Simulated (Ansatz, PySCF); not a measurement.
System: C₃H₅O₂, charge 0, multiplicity 2. It need not be the lowest isomer of its formula. 
Structure (B3LYP-D3(BJ)/def2-TZVP (Ansatz, an electronic-structure program) minimum search):
```xyz
10

C     -2.1891     0.3627    -0.1375
C     -0.8567    -0.1741     0.1934
O      0.2028     0.6020    -0.2087
C      1.4608     0.1100    -0.0934
O      1.7493    -0.9753     0.3201
H     -2.3811     0.3565    -1.2201
H     -2.9625    -0.2380     0.3404
H     -2.2967     1.3984     0.1979
H     -0.6327    -1.1950     0.4583
H      2.1661     0.8725    -0.4417
```
Charge 0, spin multiplicity 2.

Dipole moments at this geometry, in debye (magnitudes).

```tsv
level	program	dipole (D)
HF/def2-TZVPD	PySCF	2.14
SVWN5/def2-TZVPD	Ansatz	2.42
revPBE/def2-TZVPD	Ansatz	?
B97M-V/def2-TZVPD	Ansatz	2.22
TPSSh/def2-TZVPD	PySCF	2.21
CCSD(T)/aug-cc-pVDZ	Ansatz	?
```

Task: Complete the blanks.

Result: 
- revPBE/def2-TZVPD, dipole (D): 2.27
- CCSD(T)/aug-cc-pVDZ, dipole (D): 1.99
